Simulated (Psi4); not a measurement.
CH4F2Si, singlet, geometry from GFN2-xTB. Base run: Psi4 with CCSD(T)/def2-SVP.

Input for Psi4:
```
memory 2 GB

molecule mol {
0 1
Si    0.174745   -0.050904    0.334554
C    -1.699071   -0.210822    0.267634
F     0.844114   -1.048963   -0.722743
F     0.619736    1.376669   -0.236473
H     0.849145   -0.241475    1.596353
H    -2.026588   -1.200181    0.573738
H    -2.184948    0.511764    0.916934
H    -2.064267   -0.041872   -0.743638
}

set {
  basis def2-svp
  reference rhf
  freeze_core true
}

energy('ccsd(t)')
print_variables()
```

Variants of this job, named by their change:

| change | ΔE vs base (mEh) | MP2 correlation (Eh) | basis functions | core-seconds (rough) |
|---|---|---|---|---|
| base | 0.000 | -0.61014 | 80 | 50 |
| method = fno-ccsd(t) | 0.000 | -0.61014 | 80 | 30 |
| method = mp4 | -1.396 | -0.61014 | 80 | 20 |
| method = mp3 | [?] | -0.61001 | 80 | 5 |
| method = ccsd | [?] | -0.61014 | 80 | 30 |
| method = mp2 | 42.204 | -0.61001 | 80 | 4 |
| method = dlpno-mp2 | 42.269 | -0.60995 | 80 | 4 |
| method = qcisd(t) | -0.574 | -0.61014 | 80 | 20 |

Task: Complete the blanks.

Result: 
- method = mp3, ΔE vs base (mEh): 21.757
- method = ccsd, ΔE vs base (mEh): 11.429
